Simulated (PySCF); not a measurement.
## Computed properties of C3H6BFO2, SMILES OB(O)[C@@H]1C[C@@H]1F

C3H6BFO2, SMILES OB(O)[C@@H]1C[C@@H]1F. Geometry: B3LYP-D3(BJ)/def2-SVP. The structure was generated by enumeration; whether it is a known compound was not checked. Other conformers were not sampled. All values are computed for the isolated molecule unless a solvent is named; none is compared with measurement here.

**Structure.** All 33 harmonic modes at B3LYP-D3(BJ)/def2-SVP (PySCF) are real, so it is a minimum. With heavy atoms numbered as in [OH:1][B:2]([OH:3])[C@@H:4]1[CH2:5][C@@H:6]1[F:7], the shortest bond between them is O1–B2 at 1.359 Å and the longest B2–C4 at 1.571 Å.

**Vibrations.** The strongest infrared lines (harmonic, unscaled, degenerate partners summed) lie at 1427 cm⁻¹ (303 km/mol, B 41 %, H 29 %, C 22 %, O 8 %), 1450 cm⁻¹ (199 km/mol, B 51 %, C 17 %, H 17 %, O 14 %), 492 cm⁻¹ (161 km/mol, H 84 %, O 10 %). The softest mode is at 48 cm⁻¹ and the zero-point energy is 61.7 kcal/mol.

**Electronic structure.** CAM-B3LYP/def2-TZVP (PySCF) places the frontier levels at -9.56 and 1.42 eV, a gap of 10.98 eV, and gives a dipole moment of 2.45 D and a mean polarisability of 53.6 bohr³. PBE/def2-TZVP (PySCF) at the same geometry gives -6.65 and -0.17 eV, so its gap is 4.50 eV narrower. An orbital gap is neither the optical nor the fundamental gap.

**Excitations.** TDA-B3LYP/def2-SVPD (PySCF) has S1 at 6.96 eV (178 nm, f = 0.002, weak); the most intense of the 10 singlets computed lies at 8.21 eV (f = 0.06). T1 (TDA) is at 6.83 eV, 0.13 eV under S1. TDA-PBE/def2-SVPD (PySCF) puts S1 at 6.18 eV. No vertical singlet excitation falls in the visible range (under 3.1 eV).

**NMR.** GIAO shifts at B3LYP/pcSseg-1 (PySCF) (non-relativistic, atoms alike by connectivity averaged): ¹³C from 9.0 to 78.7 ppm against TMS; ¹H from -0.1 to 4.8 ppm against TMS; ¹⁹F at -237.2 ppm against CFCl3; ¹¹B at 18.2 ppm against BF3.
